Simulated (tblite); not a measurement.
C₆H₁₃NP (charge +1).
Z-matrix (Å and degrees, GFN2-xTB geometry), rows numbered from 1:
```
C 
C   1  1.5211
P   2  1.8301  1  110.22
N   3  1.6556  2  112.78  1  -165.87
C   4  1.4598  3  120.17  2   -49.63
C   4  1.4552  3  119.15  2   161.04
C   3  1.7752  2  119.67  1   -23.86
C   7  1.3431  3   68.64  2   105.21
H   1  1.0882  2  111.22  3   -60.68
H   1  1.0877  2  111.37  3    60.68
H   1  1.0874  2  109.30  3  -179.83
H   2  1.0942  1  112.00  3  -118.56
H   2  1.0932  1  110.50  3   120.10
H   5  1.0904  4  108.43  3   146.19
H   5  1.0882  4  110.47  3    27.37
H   5  1.0922  4  111.82  3   -94.21
H   6  1.0928  4  112.21  3    92.00
H   6  1.0894  4  110.04  3   -29.69
H   6  1.0902  4  108.32  3  -148.23
H   7  1.0716  3  151.18  8   178.40
H   8  1.0709  3  151.93  7  -176.97
```

Computed with GFN2-xTB (tblite): harmonic, unscaled wavenumbers at the GFN2-xTB geometry, gas phase. This tight-binding method is rough: wavenumbers can miss measured ones by several per cent, in bad cases by 10 to 20. One conformer, not necessarily the lowest.

Harmonic wavenumbers (cm⁻¹): 45.6, 53.1, 121.5, 127.7, 149.9, 170.5, 189.3, 216.4, 235.3, 281.3, 291.1, 334.1, 377.9, 592.3, 683.9, 697.4, 748.5, 759.7, 787.2, 846.8, 929.9, 966.2, 991.2, 1000.6, 1022.3, 1030.6, 1063.5, 1069.5, 1108.9, 1176.7, 1188.1, 1216.2, 1253.5, 1393.3, 1407.3, 1414.2, 1418.1, 1448.3, 1458.0, 1467.3, 1472.7, 1474.0, 1479.6, 1561.6, 2938.0, 2947.6, 2970.3, 2977.0, 3011.3, 3012.6, 3018.9, 3034.0, 3038.6, 3044.1, 3053.9, 3121.0, 3140.4.

A = 2572, B = 1371, C = 1006 MHz; mass 130.079 u (most abundant isotopes); point group C1, symmetry number 1.

Task: What is the zero-point energy?

Result: Half the sum of the wavenumbers: 38514 cm⁻¹ = 110.12 kcal/mol.

Task: What is S at 350 K and 1 bar for an ideal gas of classical rigid rotors and harmonic oscillators?

Result: Translation 41.32, rotation 29.37, vibration 41.18: S = 111.9 cal/(mol K).

Task: And Cp and H(350 K) − H(0)?

Result: Cp = 47.34 cal/(mol K), of which vibrations give 39.39 (their classical limit is 57 R = 113.3); H(350 K) − H(0) = 10.14 kcal/mol without the zero-point energy, 7.35 from vibrations.

Task: How do the functions run with temperature in this model?

Result: 
```json
{"T (K)": "150", "S (cal/(mol K))": "81.5", "Cp (cal/(mol K))": "27.6", "H − H(0) (kcal/mol)": "2.69", "G − H(0) (kcal/mol)": "-9.53", "ln q(vib)": "3.80"}
{"T (K)": "250", "S (cal/(mol K))": "97.8", "Cp (cal/(mol K))": "37.1", "H − H(0) (kcal/mol)": "5.92", "G − H(0) (kcal/mol)": "-18.53", "ln q(vib)": "7.06"}
{"T (K)": "298.15", "S (cal/(mol K))": "104.7", "Cp (cal/(mol K))": "42.0", "H − H(0) (kcal/mol)": "7.82", "G − H(0) (kcal/mol)": "-23.40", "ln q(vib)": "8.57"}
{"T (K)": "400", "S (cal/(mol K))": "118.5", "Cp (cal/(mol K))": "52.3", "H − H(0) (kcal/mol)": "12.63", "G − H(0) (kcal/mol)": "-34.78", "ln q(vib)": "11.65"}
{"T (K)": "600", "S (cal/(mol K))": "143.1", "Cp (cal/(mol K))": "68.9", "H − H(0) (kcal/mol)": "24.84", "G − H(0) (kcal/mol)": "-60.99", "ln q(vib)": "17.42"}
{"T (K)": "900", "S (cal/(mol K))": "174.3", "Cp (cal/(mol K))": "85.3", "H − H(0) (kcal/mol)": "48.16", "G − H(0) (kcal/mol)": "-108.75", "ln q(vib)": "25.45"}
```

q(vib) and H(0) count from the zero-point level.

Task: Blend soft modes into free rotors: weight 1/[1 + (100 cm⁻¹/ν̃)⁴] for the oscillator and the rest for a rotor with moment μB/(μ + B), μ = h/(8π²ν), B = 10⁻⁴⁴ kg m². What vibrational entropy results?

Result: 38.04 cal/(mol K) in place of 41.18, which changes −T·S at 350 K by +1.10 kcal/mol.

Hindered rotation and anharmonicity are outside this model. Other conformers, if any are populated, would add a mixing term that is left out. The structure is chiral; the term R ln 2 for an equal mix with its mirror image is left out.
